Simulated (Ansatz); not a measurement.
Consider the formal hydrolysis of a Ti–Br bond: `[F][Ti]([F])([F])[Br]` + H₂O → `[OH][Ti]([F])([F])[F]` + HBr.

Program: Ansatz. Geometries: PBE0-D4/def2-TZVP. ΔE: electronic, gas phase. CBS: MP2 limit from def2 TZ/QZ plus the TZ coupled-cluster correction, frozen cores. This one scheme is used for every species. Functionals use def2-TZVPP. B3LYP here is the variant with VWN-RPA as its local correlation; programs differ in this. For Br, Ti outer-core shells are correlated without core-valence functions, which leaves a few kJ/mol of doubt a bond. Scalar relativity is left out up to krypton. Each species was taken in one conformer, which may not be the lowest.

```json
{"level": "revPBE", "ΔE (kJ/mol)": "20.8"}
{"level": "BLYP", "ΔE (kJ/mol)": "13.6"}
{"level": "r2SCAN", "ΔE (kJ/mol)": "21.5"}
{"level": "PBE0", "ΔE (kJ/mol)": "19.9"}
{"level": "B3LYP", "ΔE (kJ/mol)": "13.8"}
{"level": "CCSD(T)/def2-SVP", "ΔE (kJ/mol)": "-5.3"}
{"level": "MP2/def2-QZVPP", "ΔE (kJ/mol)": "26.3"}
{"level": "MP2/CBS(def2)", "ΔE (kJ/mol)": "27.9"}
```

Problem. What does CCSD(T)/CBS give? (Estimate.)

Solution. Ansatz gave: +21.3 kJ/mol. The listed levels differ from it by -0.5, -7.7, 0.2, -1.4, -7.5, -26.6, 5.0, 6.6 kJ/mol.

Largest T1 diagnostic among the species: 0.023, so the coupled-cluster value is less sure than usual.

In def2-TZVPP, CCSD(T) changes the Hartree–Fock value by +8.3 kJ/mol (the triples alone add +5.6 kJ/mol) and MP2 by +14.9 kJ/mol. Leaving LDA and LC-ωPBE aside and taking each functional with its dispersion term where it has one, the values, not all of them listed here, spread over 15.1 kJ/mol, from CAM-B3LYP-D4 to PBE-QIDH. LDA lies −4.7 kJ/mol from PBE without D4.
